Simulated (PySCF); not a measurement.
A structure optimised at PBE-D3(BJ)/def2-TZVP, used in a PySCF frequency run:

```xyz
2

Tl     0.0000     0.0000    -1.1316
I      0.0000     0.0000     1.7295
```
Charge 0, spin multiplicity 1.

Question: Write its SMILES, formula and point group.

Answer: [I][Tl], ITl, C∞v

Question: What are its rotational constants (standard atomic weights)?

Answer: 0.78854 GHz (linear rotor, B only)
